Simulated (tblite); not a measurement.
Compound: C3H7BrCl2Si2.
Numbering: `[Cl:1][CH2:2][Si@@H:3]1[CH2:4][SiH2:5][C@@:6]1([Cl:7])[Br:8]` (hydrogens: H9, H10 on C2; H11 on Si3; H12, H13 on C4; H14, H15 on Si5)

Computed with GFN2-xTB (tblite), gas phase: L-BFGS steps from a force-field or distance-geometry start until the largest atomic force falls under 0.01 eV/Å.

Step 22: E = -723.5106 eV
```
atom  x, y, z in Å  |  force x, y, z in eV/Å
Cl1     3.0291   -1.4102    1.0631   -0.001  -0.035   0.006
C2      2.1132    0.0389    0.5746    0.038   0.039  -0.002
Si3     0.2663   -0.3252    0.8482    0.010   0.025   0.009
C4     -0.4880   -1.2585   -0.6449   -0.008  -0.067  -0.008
Si5    -1.6473    0.1675   -1.1910   -0.048   0.024  -0.053
C6     -0.8464    1.1696    0.2770    0.031   0.041  -0.041
Cl7     0.0739    2.6182   -0.2455   -0.041  -0.048   0.025
Br8    -2.1605    1.7130    1.6493    0.008  -0.009   0.003
H9      2.4917    0.8667    1.1663    0.007   0.021   0.038
H10     2.3540    0.2222   -0.4695    0.001   0.029  -0.011
H11     0.0060   -0.7762    2.2125   -0.013   0.003  -0.038
H12     0.2533   -1.5272   -1.3920    0.017  -0.013  -0.034
H13    -1.0088   -2.1769   -0.4001   -0.037  -0.045   0.053
H14    -3.0667   -0.0939   -0.9843    0.002   0.018   0.035
H15    -1.3743    0.7800   -2.4856    0.033   0.017   0.019
```

Step 23: E = -723.5118 eV
```
atom  x, y, z in Å  |  force x, y, z in eV/Å
Cl1     3.0291   -1.4105    1.0620   -0.005  -0.027   0.006
C2      2.1145    0.0411    0.5765    0.061   0.036  -0.006
Si3     0.2678   -0.3252    0.8446    0.034   0.016   0.030
C4     -0.4901   -1.2590   -0.6452   -0.010  -0.082  -0.014
Si5    -1.6478    0.1657   -1.1935   -0.083   0.054  -0.075
C6     -0.8441    1.1662    0.2729   -0.003   0.085  -0.017
Cl7     0.0719    2.6169   -0.2459   -0.026  -0.033   0.013
Br8    -2.1583    1.7079    1.6485    0.009  -0.015  -0.001
H9      2.4911    0.8666    1.1735    0.002   0.011   0.029
H10     2.3602    0.2281   -0.4660   -0.005   0.032  -0.005
H11     0.0103   -0.7749    2.2099   -0.019   0.000  -0.039
H12     0.2458   -1.5315   -1.3954    0.033  -0.029  -0.035
H13    -1.0122   -2.1741   -0.3922   -0.040  -0.063   0.041
H14    -3.0688   -0.0916   -0.9836    0.027   0.020   0.026
H15    -1.3739    0.7824   -2.4880    0.026  -0.004   0.047
```

Problem. Estimate the geometry and energy of step 24. (The exact step hangs on the optimiser's Hessian estimate; all steps are aligned on step 23, rigid shifts and turns removed.)

Solution. E = -723.5132 eV, largest force 0.120 eV/Å
```
atom  x, y, z in Å  |  force x, y, z in eV/Å
Cl1     3.0294   -1.4114    1.0606   -0.011  -0.010   0.002
C2      2.1174    0.0445    0.5790    0.069   0.022  -0.006
Si3     0.2704   -0.3249    0.8400    0.049   0.003   0.024
C4     -0.4934   -1.2608   -0.6458   -0.016  -0.077  -0.017
Si5    -1.6497    0.1643   -1.1977   -0.083   0.060  -0.063
C6     -0.8414    1.1631    0.2672   -0.046   0.099   0.013
Cl7     0.0689    2.6150   -0.2461    0.002   0.005  -0.009
Br8    -2.1554    1.7010    1.6475    0.005  -0.019  -0.002
H9      2.4905    0.8665    1.1836    0.002  -0.001   0.016
H10     2.3685    0.2366   -0.4614   -0.007   0.035   0.003
H11     0.0159   -0.7733    2.2060   -0.025  -0.004  -0.035
H12     0.2366   -1.5378   -1.4003    0.035  -0.047  -0.019
H13    -1.0177   -2.1716   -0.3813   -0.031  -0.066   0.016
H14    -3.0714   -0.0884   -0.9825    0.040   0.021   0.015
H15    -1.3731    0.7854   -2.4907    0.019  -0.020   0.061
```

The energy changes by -0.0014 eV. The first-order estimate −F·Δx gives -0.0019 eV and the mean of the old and new forces, exact on a quadratic surface, -0.0014 eV. The step makes an angle of 74° with the force vector and moves no atom by more than 0.013 Å.

What follows is the cost of the whole relaxation. On Arm Neoverse V1, one thread, on a shared host, this took 1.5 s wall.
